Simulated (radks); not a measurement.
The iodine anion I-, [Xe], held by a Watson sphere: a shell of charge +1 at radius R that stands for the Madelung well of a crystal (potential energy -1/R inside, -1/r outside, in hartree with lengths in bohr). Method: scalar-relativistic Kohn-Sham, LDA (Slater exchange, Perdew-Wang correlation), spin-unpolarised, spherical densities, point nucleus; computed with a radial shooting solver on a logarithmic mesh with Libxc functionals. Response by self-consistent Sternheimer equations with the Hartree and adiabatic LDA kernel, the relativistic mass of each level held fixed and spin-orbit coupling left out. The sphere does not respond.

R (bohr) = 2.84: e(4d) (eV) -49.338; e(5s) (eV) -17.495; e(5p) (eV) -7.443; <r> 5p (bohr) 2.518; sum of <r^2> (bohr^2) 70.48; X-ray form factor at sin(theta)/lambda = 0.2 1/angstrom 42.363; alpha (bohr^3) 39.51
R (bohr) = 3.67: e(4d) (eV) -48.626; e(5s) (eV) -16.511; e(5p) (eV) -6.585; <r> 5p (bohr) 2.596; sum of <r^2> (bohr^2) 73.75; X-ray form factor at sin(theta)/lambda = 0.2 1/angstrom 42.316; alpha (bohr^3) 48.42
R (bohr) = 4.05: e(4d) (eV) -48.304; e(5s) (eV) -16.116; e(5p) (eV) -6.202; <r> 5p (bohr) 2.621; sum of <r^2> (bohr^2) 74.87; X-ray form factor at sin(theta)/lambda = 0.2 1/angstrom 42.311; alpha (bohr^3) 52.51
R (bohr) = 5.07: e(4d) (eV) -47.489; e(5s) (eV) -15.203; e(5p) (eV) -5.289; <r> 5p (bohr) 2.664; sum of <r^2> (bohr^2) 76.96; X-ray form factor at sin(theta)/lambda = 0.2 1/angstrom 42.311; alpha (bohr^3) 62.31
R (bohr) = 5.16: e(4d) (eV) -47.423; e(5s) (eV) -15.132; e(5p) (eV) -5.218; <r> 5p (bohr) 2.666; sum of <r^2> (bohr^2) 77.09; X-ray form factor at sin(theta)/lambda = 0.2 1/angstrom 42.311; alpha (bohr^3) 63.06
R (bohr) = 5.36: e(4d) (eV) -47.279; e(5s) (eV) -14.980; e(5p) (eV) -5.064; <r> 5p (bohr) 2.671; sum of <r^2> (bohr^2) 77.36; X-ray form factor at sin(theta)/lambda = 0.2 1/angstrom 42.312; alpha (bohr^3) 64.67
R (bohr) = 5.73: e(4d) (eV) -47.027; e(5s) (eV) -14.716; e(5p) (eV) -4.797; <r> 5p (bohr) 2.679; sum of <r^2> (bohr^2) 77.77; X-ray form factor at sin(theta)/lambda = 0.2 1/angstrom 42.313; alpha (bohr^3) 67.39
R (bohr) = 5.84: e(4d) (eV) -46.955; e(5s) (eV) -14.642; e(5p) (eV) -4.722; <r> 5p (bohr) 2.681; sum of <r^2> (bohr^2) 77.88; X-ray form factor at sin(theta)/lambda = 0.2 1/angstrom 42.313; alpha (bohr^3) 68.13
R (bohr) = 5.98: e(4d) (eV) -46.866; e(5s) (eV) -14.551; e(5p) (eV) -4.629; <r> 5p (bohr) 2.683; sum of <r^2> (bohr^2) 78.01; X-ray form factor at sin(theta)/lambda = 0.2 1/angstrom 42.313; alpha (bohr^3) 69.04
